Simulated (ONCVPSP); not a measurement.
# Potentials for Co (Z = 27) compared

Generated with ld1.x 7.5 (TM, RRKJ, ultrasoft, PAW), atompaw 4.2 or ONCVPSP 4.0.1. The cutoff is in Ry: for ld1.x and atompaw files where the sum of valence levels is converged to 10 mRy in a Bessel basis, for ONCV files where the hardest occupied wave has 1 mHa per electron of residual kinetic energy. The error is the largest all-electron minus pseudo excitation energy over each file’s own four to seven test configurations (ionisations up to +4, promotions, holes and added fractions of an electron), all of which were solved. The labels leave out finer settings (local radius, basis sizes, second energies), which also bear on the numbers. Spin-polarised tests are not counted. The rows are a selection from randomly drawn settings: files with unsolved tests, undetermined cutoffs or missed reference levels are left out.

A true bound ghost makes a file unfit for plane-wave use even where its test errors are small: the radial tests pick states by their node count and pass the ghost by.

```csv
potential,cutoff (Ry),largest error (meV),bound ghosts
"ONCV, PBE, scalar-relativistic, rc 2.10/1.05/1.30 (spd), local smoothed, core correction yes, reference 3p6 3d7 4s2, qcut 2.7/10.2/11.2, projectors 2/2/1",106,+92,s
"ONCV, PBE, scalar-relativistic, rc 1.45/0.80/1.40 (spd), local smoothed, core correction yes, reference 3s2 3p6 3d7 4s2, qcut 8.9/12.4/12.2, projectors 2/2/2",126,-386,none
"ONCV, PBE, scalar-relativistic, rc 1.85/0.90/1.70 (spd), local smoothed, core correction yes, reference 3p6 3d7 4s1.5, qcut 4.3/9.4/10.8, projectors 3/2/2",81,-21,s
"ONCV, PBEsol, scalar-relativistic, rc 2.40/1.00/1.65 (spd), local smoothed, core correction no, reference 3p6 3d7 4s2, qcut 2.9/12.5/8.6, projectors 1/2/2",70,+69,s
"ONCV, PBE, scalar-relativistic, rc 2.30/1.95/1.15 (spd), local smoothed, core correction yes, reference 3d7 4s2, qcut 3.5/4/13.1, projectors 3/3/2",138,-67,p
```

Question: Fill in the row for Co: ONCV, PBE, scalar-relativistic, rc 2.45/2.25/1.80/1.95 (spdf), local smoothed, core correction yes, reference 3d7 4s2, qcut 2.7/3.9/7.8/5, projectors 2/2/2/2.

Answer: cutoff 54 Ry, largest error -446 meV, bound ghosts: none.

Question: Fill in the row for Co: ONCV, PBE, scalar-relativistic, rc 1.30/0.80/1.40 (spd), local smoothed, core correction no, reference 3s2 3p6 3d7 4s2, qcut 7.7/10.5/13.6, projectors 2/2/2.

Answer: cutoff 123 Ry, largest error +121 meV, bound ghosts: none.

Question: Fill in the row for Co: ONCV, PBEsol, scalar-relativistic, rc 1.10/0.80/1.05 (spd), local smoothed, core correction yes, reference 3s2 3p6 3d7 4s1.5, qcut 9.4/8.7/12.4, projectors 2/2/2.

Answer: cutoff 198 Ry, largest error +11 meV, bound ghosts: none.
